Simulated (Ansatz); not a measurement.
Start from `CN[SiH](C)N` and change one atom or group to get `C[SiH](N)N`.

Ansatz, PBE0-D4/def2-TZVP geometries, multiplicity 1. Each molecule was computed in one conformer, which needn't be the lowest.

```json
{"property": "HOMO–LUMO gap (B3LYP/def2-TZVPP) / eV", "`CN[SiH](C)N`": "6.94"}
{"property": "LUMO energy (B3LYP/def2-TZVPP) / eV", "`CN[SiH](C)N`": "0.66"}
{"property": "HOMO energy (B3LYP/def2-TZVPP) / eV", "`CN[SiH](C)N`": "-6.28"}
{"property": "LUMO energy (PBE/def2-TZVPP) / eV", "`CN[SiH](C)N`": "0.19"}
{"property": "LUMO energy (PBE0/def2-TZVPP) / eV", "`CN[SiH](C)N`": "1.00"}
{"property": "HOMO energy (ωB97M-V/def2-TZVPP) / eV", "`CN[SiH](C)N`": "-8.85"}
```

Problem. Give the same properties after the change, and the shifts. (An estimate is asked.)

Solution. The calculation gave: 
| property | `C[SiH](N)N` | shift |
| --- | --- | --- |
| HOMO–LUMO gap (B3LYP/def2-TZVPP) / eV | 7.50 | 0.56 |
| LUMO energy (B3LYP/def2-TZVPP) / eV | 0.70 | 0.04 |
| HOMO energy (B3LYP/def2-TZVPP) / eV | -6.80 | -0.52 |
| LUMO energy (PBE/def2-TZVPP) / eV | 0.24 | 0.05 |
| LUMO energy (PBE0/def2-TZVPP) / eV | 1.06 | 0.06 |
| HOMO energy (ωB97M-V/def2-TZVPP) / eV | -9.37 | -0.52 |

With PBE0 the HOMO falls by 0.52 eV and the LUMO rises by 0.06 eV, so the gap widens by about 0.58 eV. PBE moves the HOMO by -0.49 eV and ωB97M-V by -0.52 eV.

B3LYP here is the variant with VWN-RPA as its local correlation; programs differ in this.
